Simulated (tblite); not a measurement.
Species: C₅H₁₂SSi.
Z-matrix (Å and degrees, GFN2-xTB geometry), rows numbered from 1:
```
C 
Si  1  1.8963
C   2  1.9074  1  108.75
C   3  1.5180  2  112.94  1  -178.70
C   4  1.5319  3  115.63  2   -67.09
S   5  1.8304  4   92.41  3  -135.83
C   4  1.5353  3  115.54  2  -177.53
H   1  1.0864  2  111.57  3   -60.08
H   1  1.0852  2  110.69  3  -179.79
H   1  1.0864  2  111.67  3    60.40
H   2  1.4687  1  110.35  3  -119.22
H   2  1.4683  1  109.98  3   120.24
H   3  1.0926  2  109.71  1   -57.68
H   3  1.0925  2  110.30  1    59.22
H   4  1.0931  3  109.63  2    57.74
H   5  1.0887  4  113.56  3   -22.62
H   5  1.0868  4  116.43  3   106.76
H   7  1.0894  4  113.62  3    22.61
H   7  1.0872  4  116.48  3  -106.83
```

Method: GFN2-xTB as coded in tblite; computed harmonic values from a numerical Hessian at the method's own geometry, unscaled. Errors from tens to a few hundred cm⁻¹ against measured bands are possible. Modes of hydrogen on silicon can be 10 to 20 % off. One conformer, not necessarily the lowest.

Harmonic wavenumbers (cm⁻¹): 36.9, 71.2, 82.7, 120.7, 132.4, 189.8, 312.7, 404.6, 444.9, 525.8, 571.3, 676.3, 725.0, 747.0, 761.0, 774.7, 784.0, 791.2, 829.4, 840.6, 849.6, 899.6, 940.5, 1008.4, 1038.6, 1079.1, 1121.8, 1178.0, 1192.1, 1204.8, 1243.5, 1286.3, 1333.7, 1374.4, 1450.9, 1457.0, 1478.7, 1485.2, 1491.2, 2216.5, 2227.7, 2951.6, 2960.4, 2972.8, 2984.8, 2991.4, 3011.1, 3015.0, 3035.8, 3037.1, 3051.8.

A = 5768, B = 700.0, C = 660.5 MHz; mass 132.043 u (most abundant isotopes); point group C1, symmetry number 1.

**Question.** Zero-point energy?

**Answer.** ½Σν̃ = 33696 cm⁻¹ = 96.34 kcal/mol.

**Question.** Entropy at 350 K, 1 bar (ideal gas, RRHO, classical rotation)?

**Answer.** Translation 41.37, rotation 29.66, vibration 34.07: S = 105.1 cal/(mol K).

**Question.** And Cp and H(350 K) − H(0)?

**Answer.** Cp = 42.58 cal/(mol K), of which vibrations give 34.63 (their classical limit is 51 R = 101.3); H(350 K) − H(0) = 8.79 kcal/mol without the zero-point energy, 6.01 from vibrations.

**Question.** How do the functions run with temperature in this model?

**Answer.** 
| T (K) | S (cal/(mol K)) | Cp (cal/(mol K)) | H − H(0) (kcal/mol) | G − H(0) (kcal/mol) | ln q(vib) |
| --- | --- | --- | --- | --- | --- |
| 150 | 79.1 | 22.3 | 2.38 | -9.50 | 3.50 |
| 250 | 92.7 | 31.9 | 5.06 | -18.10 | 6.04 |
| 298.15 | 98.7 | 37.1 | 6.72 | -22.71 | 7.23 |
| 400 | 111.1 | 47.5 | 11.04 | -33.40 | 9.74 |
| 600 | 133.6 | 63.2 | 22.22 | -57.91 | 14.67 |
| 900 | 162.3 | 78.2 | 43.63 | -102.43 | 21.75 |

q(vib) and H(0) count from the zero-point level.

**Question.** What must be added to the electronic energy to get the Gibbs energy at 350 K and 1 bar?

**Answer.** ZPE + [H(350 K) − H(0)] − T·S = 96.34 + 8.79 − 36.78 = 68.35 kcal/mol.

**Question.** Blend soft modes into free rotors: weight 1/[1 + (100 cm⁻¹/ν̃)⁴] for the oscillator and the rest for a rotor with moment μB/(μ + B), μ = h/(8π²ν), B = 10⁻⁴⁴ kg m². What vibrational entropy results?

**Answer.** 30.56 cal/(mol K) in place of 34.07, which changes −T·S at 350 K by +1.23 kcal/mol.

Hindered rotation and anharmonicity are outside this model. Other conformers, if any are populated, would add a mixing term that is left out. The structure is chiral; the term R ln 2 for an equal mix with its mirror image is left out.

Hardware: Intel Xeon at 2.50 GHz, one thread, no GPU, on a shared host. Cost: 2.9 s wall, 2.5 s CPU. This covers the Hessian and the dipole derivatives.
